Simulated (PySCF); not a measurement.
CH9N3Si, SMILES C([SiH](N)N)N.

Coordinates come from a r2SCAN-D4/def2-SVP optimisation. The structure was generated by enumeration, and PubChem lists no compound with its InChIKey, so it may never have been made. Other conformers were not sampled.

These are PBE/def2-TZVP (PySCF) values and carry that method's errors.

Isolated molecule, no solvent.

Computed frontier levels, gap, dipole moment and polarisability:
| Item | Result |
|---|---|
| highest occupied level | -4.86 eV |
| lowest empty level | -0.19 eV |
| orbital gap | 4.67 eV |
| dipole moment | 1.55 D |
| quadrupole, principal values (traceless, Buckingham form, about the centre of nuclear charge) | -11.88, 0.79, 11.09 D·Å |
| mean static polarisability | 64.9 bohr³ (9.62 Å³) |
| polarisability, principal values | 62.5, 62.8, 69.4 bohr³ |
